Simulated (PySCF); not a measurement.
Spectra and structures to be paired. Theory: TDDFT B3LYP/def2-SVPD, vertical, gas phase, core orbitals frozen in the response (PySCF). Geometries: PBE0-D3(BJ)/def2-SVP; one conformer of each isolated species. Triplets are in the Tamm–Dancoff approximation.

A. `O(CCC)[SiH2]C#C[SiH3]`
B. `C#CC[C@@H](C)[SiH2]O[SiH3]`
C. `C#C[SiH2]O[SiH2]C(C)C`

Lowest singlet levels (six at most, fewer where fewer were computed) with oscillator strengths:

1. 5.34 eV (f 0.001); 5.62 eV (f 0.002); 5.73 eV (f 0.001); 6.00 eV (f 0.003); 6.40 eV (f 0.007); 6.73 eV (f 0.056); T1 4.52 eV
2. 5.76 eV (f 0.000); 6.01 eV (f 0.003); 6.18 eV (f 0.001); 6.24 eV (f 0.000); 6.62 eV (f 0.002); 6.71 eV (f 0.005); T1 4.87 eV
3. 6.39 eV (f 0.002); 6.45 eV (f 0.001); 6.54 eV (f 0.003); 6.69 eV (f 0.002); 6.77 eV (f 0.012); 6.86 eV (f 0.001); T1 5.35 eV

Question: Match each spectrum to its molecule.

Answer: 1 = A, 2 = C, 3 = B.
- A: S1 at 5.34 eV, HOMO→LUMO (87%); Löwdin shares by element: HOMO carbon 65% or more, silicon 14% (atoms not listed hold the other 21%); LUMO carbon 52% or more, silicon 27% (atoms not listed hold the other 21%); HOMO -7.89 and LUMO -1.09 eV.
- B: S1 at 6.39 eV, HOMO→LUMO (63%), HOMO-1→LUMO (14%), HOMO-2→LUMO (8%); Löwdin shares by element: HOMO carbon 84% or more (atoms not listed hold the other 16%); LUMO silicon 40%, oxygen 11%, hydrogen 8% or more (atoms not listed hold the other 41%); HOMO -7.47 and LUMO -0.37 eV.
- C: S1 at 5.76 eV, HOMO-1→LUMO (77%); Löwdin shares by element: HOMO carbon 34% or more, silicon 17% or more, oxygen 13% (atoms not listed hold the other 36%); LUMO carbon 48% or more, silicon 20% or more, oxygen 7% (atoms not listed hold the other 25%); HOMO -7.68 and LUMO -0.83 eV.
